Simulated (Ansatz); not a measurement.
Ansatz results at the PBE0-D4/def2-TZVP geometry: LUMO energy (ωB97M-V/def2-TZVPP) 0.54 eV; HOMO–LUMO gap (B3LYP/def2-TZVPP) 6.03 eV; HOMO energy (PBE0/def2-TZVPP) -7.78 eV.

Each molecule was computed in one conformer, which needn't be the lowest.

Question: Which molecule gave them?
A. `[CH3][Zn][Br]`
B. `C[CH2][Zn][Cl]`
C. `CC(C)[O][Zn][F]`
D. `C[S][Zn][Br]`

Answer: C. The others give `C[CH2][Zn][Cl]`: 1.04, 6.97, -7.91; `C[S][Zn][Br]`: 0.44, 5.30, -7.06; `[CH3][Zn][Br]`: 0.90, 7.00, -8.16.

B3LYP here is the variant with VWN-RPA as its local correlation; programs differ in this.
